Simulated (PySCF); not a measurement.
Run record: EPR job, `C(F)(C[C@H](/C=[C]\C)F)F` [radical].

Computed with UKS B3LYP, pcH-1 on C F H, non-relativistic, mean-field spin-orbit, GIAO (PySCF 2.14.0). Geometry: GFN2-xTB. A driver script takes a list of jobs; this job's settings line and coordinates (Å) are shown.

Command:
```bash
OMP_NUM_THREADS=1 python probes_run.py task.json out
```

Input:
```
{"job": {"kind": "epr", "basis": "pcH-1"}, "charge": 0, "multiplicity": 2}
C      2.926490     0.122623     0.067963
C      1.997129    -0.951039     0.371648
C      0.765303    -1.217919     0.663204
C     -0.345255    -0.182726     0.822035
F     -1.027593    -0.428926     1.999883
C     -1.338697    -0.262235    -0.335837
C     -2.370432     0.851770    -0.241875
F     -1.785624     2.058694    -0.450599
F     -3.307778     0.718338    -1.210677
H      3.261030     0.597180     0.991339
H      2.468881     0.877602    -0.579133
H      3.806854    -0.266536    -0.447043
H      0.421309    -2.230527     0.833445
H      0.072855     0.826393     0.914750
H     -1.862529    -1.219066    -0.310205
H     -0.803204    -0.170173    -1.281948
H     -2.885737     0.888576     0.729373
```

Output:
```
UKS, coarse grid
  cycle   1  E = -532.78758693  |g| = 6.33e-01
  cycle   2  E = -532.65538646  |g| = 9.49e-01
  cycle   3  E = -532.92025953  |g| = 7.49e-02
  cycle   4  E = -532.92217735  |g| = 3.80e-02
  cycle   5  E = -532.92282104  |g| = 1.11e-02
  cycle   6  E = -532.92288073  |g| = 6.02e-03
  cycle   7  E = -532.92290785  |g| = 2.04e-03
  cycle   8  E = -532.92291694  |g| = 1.34e-03
  cycle   9  E = -532.92292000  |g| = 5.76e-04
UKS, final grid
  cycle   1  E = -532.92282845  |g| = 7.39e-04
  cycle   2  E = -532.92282831  |g| = 1.16e-03
  cycle   3  E = -532.92282878  |g| = 1.35e-04
  cycle   4  E = -532.92282881  |g| = 1.32e-04
  cycle   5  E = -532.92282884  |g| = 3.82e-05
  cycle   6  E = -532.92282884  |g| = 8.94e-06
E = -532.92282884 Eh   <S^2> = 0.7587 (exact 0.7500)
g shifts (ppm)      1          2          3
  rmc          -158       -158       -158
  gc             37         12        -26
  oz_so        -497         21        835
  total        -617       -125        651
hyperfine (MHz)  atom isotope    a_iso     a_fc   dipolar eigenvalues
    0   13C       9.70       9.70     -5.48     -3.25      8.73
    1   13C     270.30     270.30    -82.69    -62.03    144.72
    2   13C     -11.07     -11.07    -18.25      2.00     16.24
    3   13C      95.21      95.21     -8.54     -7.78     16.32
    4   19F       0.39       0.39    -19.16    -12.11     31.27
    5   13C      -3.23      -3.23     -0.59     -0.43      1.02
    6   13C       2.20       2.20     -0.32     -0.20      0.52
    7   19F       0.08       0.08     -0.82      0.10      0.72
    8   19F       2.54       2.54     -1.97     -1.72      3.69
    9    1H      16.93      16.93     -5.98     -3.75      9.73
   10    1H      92.91      92.91     -5.61     -2.34      7.95
   11    1H      96.35      96.35     -7.16     -6.03     13.19
   12    1H     113.63     113.63     -6.22     -5.26     11.48
   13    1H      -7.41      -7.41     -5.50     -1.08      6.58
   14    1H       0.47       0.47     -1.28     -0.96      2.24
   15    1H      -0.35      -0.35     -1.76     -1.31      3.08
   16    1H      -0.22      -0.22     -0.64     -0.57      1.21
```

rmc, gc and oz_so are the mass-correction, gauge-correction and orbital-Zeeman/spin–orbit parts of the g shift along its three principal axes; a_iso is the isotropic hyperfine coupling and a_fc its Fermi-contact part. Atoms in this output count from 0.

How far is ⟨S²⟩ from the pure-spin value?

S = 0.5 gives S(S+1) = 0.75; the run has 0.7587, 0.0087 more.

Get g_iso from the total shifts.

Their mean is -30 ppm; added to g_e = 2.002319 it gives 2.00229.

Summary of the converged run: ⟨S²⟩ 0.759; g_iso 2.0023.

One conformer (not necessarily the lowest) at the GFN2-xTB geometry, without solvent, vibrations or thermal averaging. GFN2-xTB frequencies show an imaginary mode (59i cm⁻¹), so this geometry is no minimum at that level.

How long does this job take on Arm Neoverse V2, one thread, shared host with 96 logical CPUs at a one-minute load of 50? And the peak memory of the process?

About 96 s (density and orbital grids were written too), with 0.98 GiB resident at the peak, the Python interpreter and its libraries included.
Labels such as C1 count atoms from 1, the log's own numbers from 0.
